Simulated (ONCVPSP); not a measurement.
## LDA (Perdew-Zunger) ONCV dataset for Al (Z = 13), scalar-relativistic all-electron reference.

```json
{
 "Element": "aluminium (Al)",
 "Generator": "ONCVPSP 4.0.1",
 "Type": "optimised norm-conserving Vanderbilt (ONCV)",
 "Functional": "LDA (Perdew-Zunger)",
 "Relativity": "scalar-relativistic",
 "Frozen core": "[He]",
 "Valence charge": "11",
 "Reference configuration": "2s2 2p6 3s1.5 3p1.5",
 "Partial waves": "2s+3s: rc 1.30 bohr, ncon 4, nbas 8, qcut 11.9 1/bohr, 2 projectors; 2p+3p: rc 1.20 bohr, ncon 3, nbas 6, qcut 10.3 1/bohr, 3 projectors, debl 2.6 Ha; d scattering state at 0.41 Ha: rc 1.35 bohr, ncon 4, nbas 8, qcut 6.2 1/bohr, 2 projectors, debl 2.9 Ha",
 "Local potential": "polynomial inside 1.15 bohr (lpopt 5, dvloc0 4 Ha)",
 "Core correction": "none"
}
```

Poles of the logarithmic derivatives, all-electron (AE) and pseudo (PS). s: poles at -3.7 (AE) and -3.7 (PS) Ha. p: poles at -2.2 (AE) and -2.2 (PS) Ha. d: poles at 4.6 (AE) and 4.6 (PS) Ha. Test radii: s 1.32, p 1.22, d 1.37 bohr.

- Cutoffs needed: 46 Ha and 53 Ha (the cutoffs (Ha) at which the residual kinetic energy of the hardest occupied pseudo-wave falls to 1 and 0.1 mHa per electron)
- Ghost test: no bound ghost flagged; no localised positive-energy state flagged
- Largest excitation error: +0.5 meV (all-electron minus pseudo) for 2s2 2p6 3s2 3p0, out of 4 test configurations
